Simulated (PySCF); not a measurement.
dichloro(disilanyl)silane (Cl₂H₆Si₃), SMILES [SiH3][SiH2][SiH](Cl)Cl. Atoms are numbered in the order given.

```xyz
11

Si    -2.5102    -0.3825     0.2441
Si    -0.8837    -0.4049    -1.4537
Si     1.1394     0.1198    -0.4060
Cl     0.8921     1.9830     0.4896
Cl     1.4419    -1.3108     1.0763
H     -2.1441    -1.3953     1.2737
H     -3.8557    -0.7037    -0.3145
H     -2.5391     0.9721     0.8640
H     -1.1736     0.6158    -2.5041
H     -0.7746    -1.7512    -2.0900
H      2.3721     0.1784    -1.2317
```

Geometry optimised at B3LYP-D3(BJ)/def2-SVP. One conformer was computed; it need not be the lowest.

Two levels are set side by side: PBE/pcSseg-1 (PySCF) and PBE0/pcSseg-1 (PySCF). GIAO shifts against HCl (³⁵Cl), TMS (²⁹Si), TMS (¹H) at the same level; non-relativistic, no solvent, atoms listed together averaged. Without spin–orbit terms, shifts of atoms bonded to Cl or Br come out too high at both levels. Differences are taken from unrounded values.

| quantity | PBE0 | PBE | PBE minus PBE0 |
|---|---|---|---|
| δ(²⁹Si) of Si1 (ppm) | -109.1 | -114.1 | -4.9 |
| δ(²⁹Si) of Si2 (ppm) | -101.5 | -104.8 | -3.3 |
| δ(²⁹Si) of Si3 (ppm) | 37.4 | 40.1 | 2.6 |
| δ(³⁵Cl) of Cl4, Cl5 (ppm) | 66.9 | 93.2 | 26.2 |
| δ(¹H) of H9, H10 (ppm) | 3.77 | 3.86 | 0.09 |
| δ(¹H) of H11 (ppm) | 6.64 | 6.94 | 0.30 |

Rough cost on one machine, each run with all the roots and properties that it gave: PBE0 against PBE within a factor of 2.
